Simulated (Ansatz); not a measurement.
Basis-set series for C3H11NSn (`CC(C)[NH][SnH3]`). The species carries charge 0 and has multiplicity 1. Sn: def2 effective core potential. All single points use the PBE0-D4/def2-TZVP geometry. It is one conformer, not always the lowest.

```
functional       basis  functions  energy (Eh)  HOMO (eV)  LUMO (eV)
   PBE0-D4  def2-TZVPP        328   -389.83445      -6.47       0.03
   PBE0-D4  def2-QZVPP        640   -389.84705      -6.50      -0.09
   ωB97M-V  def2-TZVPP        328   -389.88148      -8.79       1.42
   ωB97M-V  def2-QZVPP        640   -389.89395      -8.82       1.08
```

Question: Give the rows for def2-SVP. (Estimate.)

Answer: Computed: 
| functional | basis | functions | energy (Eh) | HOMO (eV) | LUMO (eV) |
| --- | --- | --- | --- | --- | --- |
| PBE0-D4 | def2-SVP | 137 | -389.62892 | -6.32 | 0.42 |
| ωB97M-V | def2-SVP | 137 | -389.66273 | -8.62 | 2.11 |

Positive LUMOs are unbound and depend on the basis.
